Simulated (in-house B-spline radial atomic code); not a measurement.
Settings and results of a run for I³⁺. Method: non-relativistic LDA VWN5, spherical fractional occupations, point nucleus, inside a hard spherical wall at 2.75 bohr. Calculated with a B-spline radial code for spherical atoms.

Command:
```bash
python run_scf.py task.json out
```
Settings:
```
Z                53
configuration    [Ar] 3d10 4s2 4p5 4d10 5s2 5p2 5d1
hamiltonian      nr
method           lda,vwn
spin_polarised   False
wall_radius      2.75
```

Output (hartree, bohr):
```
 radial grid: 43 intervals, B-splines of order 8, outer radius 2.75 bohr

 iter        energy (Eh)    residual
    1       -6898.047260    5.23e-01
    2       -6901.522109    3.76e-01
    3       -6905.044531    5.43e-02
    4       -6905.137394    8.08e-03
    5       -6905.138663    5.42e-03
    6       -6905.139489    7.80e-04
    7       -6905.139492    1.23e-04
    8       -6905.139493    3.25e-07

 total energy                     -6905.13949
 kinetic                            6914.0655
 electron-nucleus                 -16358.5548
 Hartree                            2709.0172
 exchange-correlation               -169.6674

 orbital      occ     eigenvalue          <r>       <r^2>       <1/r>     <1/r^3>       r_max
 1s         2.000     -1162.9755    0.0287036  0.00110179     52.4277           -     0.01901
 2s         2.000      -176.2174     0.123562   0.0179234     12.0307           -       0.105
 2p         6.000      -165.7526      0.10518   0.0134446     12.0494     4889.48     0.08203
 3s         2.000       -36.3869     0.328405    0.123035     4.38494           -      0.2992
 3p         6.000       -31.9751     0.318629    0.117549     4.31445     915.534      0.2856
 3d        10.000       -23.7422     0.289073    0.098748     4.18538     148.927      0.2322
 4s         2.000        -7.2156     0.767382    0.664975      1.8029           -      0.7064
 4p         5.000        -5.6662     0.800646    0.729813      1.7032     182.079      0.7247
 4d        10.000        -3.0113     0.898057    0.936288     1.47157     22.9282      0.7702
 5s         2.000        -1.2484      1.57835     2.71562     0.82859           -       1.605
 5p         2.000        -0.7158       1.6227     2.87411    0.809252     48.0397       1.691
 5d         1.000         0.2777      1.66377     3.06999    0.815537     8.94388        1.84
```

Run time, properties included: 0.04 s on 1 thread of Arm Neoverse V1, with other jobs on the host.
